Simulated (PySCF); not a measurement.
C2H4BClO, SMILES B(C=C)(Cl)O. Atoms are numbered in the order given.

```xyz
9

B     -0.2169    -0.0377     0.0000
Cl     0.4248    -1.7034     0.0000
C      0.7575     1.1777     0.0000
C      0.2985     2.4369     0.0000
H      1.8398     1.0039     0.0000
H      0.9683     3.3048     0.0000
H     -0.7778     2.6445     0.0000
O     -1.5562     0.1479     0.0000
H     -2.0546    -0.6777     0.0000
```
Charge 0, spin multiplicity 1.

The structure is a stationary point at ωB97X-D3(BJ)/def2-SVP. Other conformers were not sampled.

Two levels are set side by side: PBE/pcSseg-1 (PySCF) and HF/pcSseg-1 (PySCF). GIAO shifts against BF3 (¹¹B), H2O (¹⁷O), HCl (³⁵Cl), TMS (¹H), TMS (¹³C) at the same level; non-relativistic, no solvent, atoms listed together averaged. Without spin–orbit terms, shifts of atoms bonded to Cl or Br come out too high at both levels. Differences are taken from unrounded values.

```
quantity                PBE
--------------------  -----
δ(¹¹B) of B1 (ppm)     24.0
δ(³⁵Cl) of Cl2 (ppm)  179.1
δ(¹³C) of C3 (ppm)    142.0
δ(¹³C) of C4 (ppm)    148.6
δ(¹H) of H5 (ppm)      6.52
δ(¹⁷O) of O8 (ppm)    181.3
δ(¹H) of H9 (ppm)      5.32
```

Task: These are the PBE values. What does HF give? (An estimate is asked for; the answer gives what the named calculation found.)

Result: 
| quantity | HF | PBE minus HF |
|---|---|---|
| δ(¹¹B) of B1 (ppm) | 26.8 | -2.8 |
| δ(³⁵Cl) of Cl2 (ppm) | 89.4 | 89.7 |
| δ(¹³C) of C3 (ppm) | 137.3 | 4.7 |
| δ(¹³C) of C4 (ppm) | 154.8 | -6.2 |
| δ(¹H) of H5 (ppm) | 6.29 | 0.23 |
| δ(¹⁷O) of O8 (ppm) | 132.6 | 48.7 |
| δ(¹H) of H9 (ppm) | 5.08 | 0.23 |

Rough cost on one machine, each run with all the roots and properties that it gave: HF against PBE within a factor of 2.
